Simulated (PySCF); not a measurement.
## Excitation energy of Cl(2+) by level of theory

Cl(2+) [Ne] 3s2 3p3 (4S) → Cl(2+) [Ne] 3s2 3p2 3d1 (high-spin determinant), as a difference of total energies. Computed with PySCF 2.14 in aug-cc-pwCVTZ (8s7p5d3f, 75 functions), with the non-relativistic Hamiltonian (point nucleus). Correlated levels: valence: [Ne] frozen. The calculations carry no spin-orbit coupling.

| method | excitation energy (eV) |
| --- | --- |
| UHF | 19.410 |
| MP2 (valence) | 18.860 |
| SCS-MP2 (valence) | 18.812 |
| CCSD (valence) | 18.853 |
| CCSD(T) (valence) | 18.414 |

Q: How much does correlation contribute at CCSD(T) (valence)?

A: 18.414 − (19.410) = -0.996 eV, measured against UHF.

A first-order spin-orbit estimate (lowest level to lowest level, LS coupling) adds -0.064 eV.

The promoted electron is Rydberg-like, and one or two diffuse shells describe it only roughly, which tends to raise the upper state.

The coupled-cluster amplitudes are large for the upper state (T1 above 0.03 or a double amplitude above 0.15), so a single reference is strained.

The determinant of the upper state mixes LS terms, which raises its energy above the lowest term, most at the Hartree-Fock and MP2 levels.
